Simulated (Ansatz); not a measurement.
Input and output for AlH$_{7}$OSiSn (`O[SiH2][AlH][SnH3]`).

```yaml
crystal:
  periodic: [false, false, false]
  atoms:
    - {symbol: O, position_ang: [-0.255902, 2.337981, -0.064829]}
    - {symbol: Si, position_ang: [0.827000, 1.634423, 0.978116]}
    - {symbol: Al, position_ang: [1.035826, -0.772817, 0.485222]}
    - {symbol: Sn, position_ang: [-0.924731, -1.745328, -1.038524]}
    - {symbol: H, position_ang: [-1.031561, 1.826990, -0.301992]}
    - {symbol: H, position_ang: [0.405416, 1.829187, 2.401692]}
    - {symbol: H, position_ang: [2.095028, 2.393186, 0.803159]}
    - {symbol: H, position_ang: [2.198578, -1.718573, 1.015048]}
    - {symbol: H, position_ang: [-2.126491, -0.539021, -1.284840]}
    - {symbol: H, position_ang: [-0.412651, -2.213228, -2.603323]}
    - {symbol: H, position_ang: [-1.745213, -3.089802, -0.369029]}
basis:
  gaussian: {orbitals: def2-TZVPP}
hamiltonian: {xc: {name: r2SCAN50}, dispersion: d3bjatm}
```

```sh
$ ansatz run in.yaml --threads 4 --pin off --events-out ev --progress --plain --max-ram 10444MiB
```

Output, abridged:

```
Functional definition: r2SCAN50
1689 factors; their error is unknown
mean field evaluation 1: about -22462.5387 eV, gradient 4.4e1 eV
mean field evaluation 2: about -22461.0230 eV, gradient 5.3e1 eV
mean field evaluation 4: about -22465.8888 eV, gradient 9.3e-1 eV
mean field evaluation 8: about -22466.1229 eV, gradient 4.3e-1 eV
mean field evaluation 16: about -22466.1231 eV, gradient 2.2e-5 eV
mean field -22466.12310423 eV, -825.6147959952 hartree, gradient 2.2e-5 eV, S^2 0.000000; 0 other end points of the search recorded, 0 dependent functions left out
reference -22466.12311586 eV, -825.6147964226 hartree; 32, 32 occupied and 231, 231 virtual orbitals, 1689 factors
Total energy: -22466.22281508 eV, -825.6184603015 hartree
```

Hardware: 4 threads of an Arm Neoverse V2 on a shared host. Wall time 5.5 s, peak host memory 0.61 GiB.
